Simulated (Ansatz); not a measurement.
1-ethyl-3-methylimidazolium hexafluorophosphate, `CCn1cc[n+](C)c1.F[P-](F)(F)(F)(F)F`. The state is a triplet with charge 0. Geometry r2SCAN-D4/def2-SVP, that of the neutral singlet; atoms count from 1.

```csv
atom,x (Å),y (Å),z (Å)
C1,-0.989,2.090,1.490
C2,-1.698,1.555,0.257
N3,-0.741,1.040,-0.735
C4,0.245,1.775,-1.361
C5,1.033,0.887,-2.039
N6,0.508,-0.370,-1.819
C7,1.159,-1.633,-2.144
C8,-0.554,-0.252,-1.014
H9,-1.742,2.422,2.219
H10,-0.348,2.952,1.249
H11,-0.380,1.300,1.951
H12,-2.345,0.710,0.525
H13,-2.310,2.325,-0.241
H14,0.302,2.857,-1.278
H15,1.914,1.043,-2.658
H16,1.733,-1.508,-3.071
H17,0.398,-2.411,-2.276
H18,1.808,-1.919,-1.304
H19,-1.099,-1.082,-0.571
F20,-1.035,-1.006,1.620
P21,0.458,-1.703,1.867
F22,1.121,-0.480,0.952
F23,0.222,-2.550,0.457
F24,0.652,-0.792,3.191
F25,1.923,-2.363,2.025
F26,-0.235,-2.888,2.708
```

At PBE0-D4/def2-SVP a singlet of charge 0 lies 4.83 eV below the triplet at the same geometry.

Q: Estimate the Mulliken populations from the PBE0/def2-SVP orbitals of Ansatz.

A: 
```csv
atom,charge (e),spin (α − β)
C1,-0.10,0.02
C2,0.06,-0.02
N3,-0.29,0.20
C4,0.15,0.29
C5,0.15,0.27
N6,-0.29,0.23
C7,0.07,-0.02
C8,0.16,1.02
H9,0.06,0.00
H10,0.03,0.00
H11,0.10,0.00
H12,0.09,0.00
H13,0.06,0.01
H14,0.09,-0.02
H15,0.09,-0.01
H16,0.06,0.00
H17,0.08,0.01
H18,0.11,0.03
H19,0.12,-0.05
F20,-0.41,0.00
P21,1.52,0.00
F22,-0.41,0.02
F23,-0.41,0.00
F24,-0.37,0.00
F25,-0.36,0.00
F26,-0.35,0.00
```
Mulliken values depend strongly on the basis.

Q: Where does the spin sit?

A: Summed by element: C 1.56, N 0.44, H -0.02, F 0.02, P 0.00, of 2 unpaired in all. Largest on single atoms: C8 1.02, C4 0.29, C5 0.27.

Q: And the Mayer bond orders between heavy atoms (over 0.3)?

A: C1–C2 1.10 (1.52 Å); C2–N3 0.90 (1.47 Å); N3–C4 1.35 (1.38 Å); N3–C8 0.91 (1.34 Å); C4–C5 1.32 (1.37 Å); C5–N6 1.36 (1.38 Å); N6–C7 0.93 (1.46 Å); N6–C8 0.90 (1.34 Å); F20–P21 0.79 (1.67 Å); P21–F22 0.77 (1.67 Å); P21–F23 0.81 (1.66 Å); P21–F24 0.93 (1.62 Å); P21–F25 0.96 (1.61 Å); P21–F26 0.98 (1.61 Å).
